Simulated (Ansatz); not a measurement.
Stepwise reaction of `[F][GeH2][GeH3]` with hydrogen fluoride, as a gas-phase model of exchange steps in deposition or etching. ΔE in kJ/mol; ΔG adds harmonic PBE0-D4 terms to CCSD(T)/CBS, at 1 bar.

Isolated molecules relaxed with PBE0-D4/def2-TZVP in Ansatz; ΔE leaves out vibrations. CBS: MP2 limit from def2 TZ/QZ plus the TZ coupled-cluster correction, frozen cores. This one scheme is used for every species. DFT in def2-TZVPP. B3LYP here is the variant with VWN-RPA as its local correlation; programs differ in this. For Ge outer-core shells are correlated without core-valence functions, which leaves a few kJ/mol of doubt a bond. Scalar relativity is left out up to krypton.

```csv
step,reaction,PBE-D4,B3LYP-D4,ωB97M-V,CCSD(T)/CBS,ΔG(600 K)
2,`[F][GeH]([F])[GeH3]` + H–F → `[F][Ge]([F])([F])[GeH3]` + H₂,-58.0,-61.4,-61.3,-55.2,-47.9
```

Question: Give the row of step 1, `[F][GeH2][GeH3]` + H–F → `[F][GeH]([F])[GeH3]` + H₂. (Estimate.)

Answer: Ansatz gave: 
```csv
step,reaction,PBE-D4,B3LYP-D4,ωB97M-V,CCSD(T)/CBS,ΔG(600 K)
1,`[F][GeH2][GeH3]` + H–F → `[F][GeH]([F])[GeH3]` + H₂,-53.2,-56.7,-54.9,-48.1,-46.7
```

Question: By hand: ΔE of the 2 steps together at CCSD(T)/CBS.

Answer: (-48.1) + (-55.2) = -103.3 kJ/mol, or -51.7 kJ/mol a step.

In ΔE each step is lower than the one before. All are downhill at CCSD(T)/CBS. ΔG lies between -47.9 and -46.7 kJ/mol a step. PBE-D4 differs from CCSD(T)/CBS by -5.1 to -2.8 kJ/mol a step. Isolated molecules leave out the surface, adducts and barriers. Largest T1 diagnostic: 0.013.
